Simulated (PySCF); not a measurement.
A structure optimised at B3LYP-D3(BJ)/def2-TZVP, used in a PySCF frequency run:

```xyz
3

Be     0.0000     0.0000     0.0000
Cl     0.0000     0.0000    -1.8041
Cl     0.0000     0.0000     1.8041
```

**Question.** Write its SMILES, formula and point group.

**Answer.** [Cl][Be][Cl], BeCl2, D∞h

**Question.** What are its rotational constants (standard atomic weights)?

**Answer.** 2.1900 GHz (linear rotor, B only)
